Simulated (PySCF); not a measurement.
Ag⁺: ionisation energy

Ag⁺ [Kr] 4d10 (1S) → Ag²⁺ [Kr] 4d9 (2D), as a difference of total energies. Computed with PySCF 2.14 in x2c-TZVPall (8s6p6d1f, 63 functions), with scalar relativity by spin-free X2C-1e. Correlated levels: valence: [Kr] frozen. The calculations carry no spin-orbit coupling.

```
           method  ionisation energy (eV)  difference from reference (eV)
              UHF                  19.765                          -1.719
            M06-L                  21.321                          -0.163
              LDA                  22.356                          +0.872
    MP2 (valence)                  21.316                          -0.168
SCS-MP2 (valence)                  21.145                          -0.339
```

Reference: 21.484 eV (measured; NIST Atomic Spectra Database, ionization energies).

The reference lies between the lowest fine-structure levels, while these numbers refer to the centres of the terms.

Errors of the correlated levels include the incompleteness of this basis and the frozen core.
